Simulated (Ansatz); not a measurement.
Pulling on the C5–H7 bond in CH6BN (SMILES BNC) (multiplicity 1 held, fragments rigid). Energies count from the point at 1.093 Å.
Geometry at that point (charge 0, multiplicity 1):
```xyz
9

B     -0.17378     0.16936     1.35985
H     -1.04663     0.51555     2.09588
H      0.90497    -0.15003     1.76047
N     -0.42136     0.13750    -0.00246
C      0.50466    -0.25211    -1.05319
H     -1.33201     0.40682    -0.34423
H      0.67789     0.56737    -1.75578
H      0.12956    -1.11044    -1.61689
H      1.45669    -0.52593    -0.60231
```

Restricted levels (R-, RO-) in cc, def2 and unpolarised 6-31G sets keep to the state of the molecule at rest. U- levels take the lowest unrestricted solution at each point, which mixes spins at long bonds. Active spaces are followed from a long bond inwards. Levels need not reach the same state.

Correlated levels freeze the cores.

Codes used: Ansatz (a program for electronic structure) with Gaussian orbitals. Each number belongs to the level named beside it.

Energies in kcal/mol.

| R (Å) | R-HF/cc-pVDZ | U-HF/cc-pVDZ | U-SCS-MP2/cc-pVDZ | CASSCF(2,2)/cc-pVDZ | FIC-MRCISD+Q on CASSCF(2,2)/cc-pVDZ |
|---|---|---|---|---|---|
| 0.875 | 30.6 | 30.6 | 32.9 | 33.8 | 33.1 |
| 0.984 | 6.0 | 6.0 | 7.2 | 7.7 | 7.3 |
| 1.093 | 0.0 | 0.0 | 0.0 | 0.0 | 0.0 |
| 1.203 | 4.0 | 4.0 | 3.0 | 2.1 | 2.8 |
| 1.312 | 13.3 | 13.3 | 11.2 | 9.3 | 10.7 |
| 1.476 | 31.3 | 31.3 | 27.8 | 23.8 | 26.4 |
| 1.640 | 50.4 | 50.4 | 45.4 | 38.9 | 42.8 |
| 1.913 | 80.2 | 71.5 | 82.8 | 60.7 | 66.2 |
| 2.186 | 105.5 | 79.6 | 96.9 | 76.2 | 83.0 |
| 2.514 | 130.2 | 83.1 | 102.9 | 87.4 | 95.1 |
| 2.952 | 155.6 | 84.5 | 105.3 | 93.9 | 102.3 |
| 3.498 | 178.5 | 84.9 | 106.0 | 96.2 | 104.9 |

Doubts at one or more of the structures used: a restricted determinant that unrestricted orbitals would lower (R-HF/cc-pVDZ); a spin-contaminated determinant (U-HF/cc-pVDZ, U-SCS-MP2/cc-pVDZ).
